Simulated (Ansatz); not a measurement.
Energy profile

The step: GaNH₃ClO ([NH2][Ga]([OH])[Cl]) → GaNHCl ([NH][Ga][Cl]) + H₂O (still joined by a long Ga–O bond); bonds formed: O2–H4; bonds broken: N3–H4; bonds weakened to dative contacts: Ga1–O2 (atoms numbered as in the saddle structure below).

Ga1  (-0.311, 0.726, 0.432)
O2  (0.305, -1.195, 0.472)
N3  (0.413, 0.537, -1.149)
H4  (0.591, -0.769, -0.524)
Cl5  (-1.360, 1.339, 2.151)
H6  (-0.322, -1.919, 0.394)
H7  (0.683, 1.281, -1.775)
(Å)

Electronic energies by CCSD(T) at an estimated basis limit (MP2 extrapolated from triple and quadruple zeta, plus CCSD(T) − MP2 in triple zeta), on PBE0-D4/def2-TZVP structures; GaNH₃ClO, singlet; no counterpoise correction. Computed with Ansatz 0.2.0 (basis: def2-TZVPP and def2-QZVPP); correlated methods freeze the cores. Filled d shells of the heavier atoms are correlated. The def2 sets are not built for correlating such inner shells, so the correlated values are less sure here. Extrapolation: Hartree–Fock as exp(−7.88 √X), correlation as X^−2.97.

Problem. Give the profile in kcal/mol, counted from the start structure. (An estimate is asked for; the value comes from the calculation.)

Solution. By the calculation:
| point | kcal/mol |
| --- | --- |
| start structure | 0.00 |
| saddle | 59.35 |
| end structure | 55.31 |
| separated: GaNHCl (linked as [NH][Ga][Cl]; Ga1, N3, Cl5, H7; singlet) + H₂O (O2, H4, H6; singlet) | 73.55 |

No T1 diagnostic of these runs exceeds 0.020. The restricted Hartree–Fock reference is unstable towards an unrestricted one at one or more of these structures.

For scale, one of the runs: CCSD(T)/def2-TZVPP, 194 basis functions, launched by `ansatz run in.yaml --threads 4 --pin off --events-out ev --progress --plain --max-ram 9574MiB`. Hardware: 4 CPU threads of an Intel Xeon, shared host. Wall time 100 s; peak host memory 2.2 GiB.
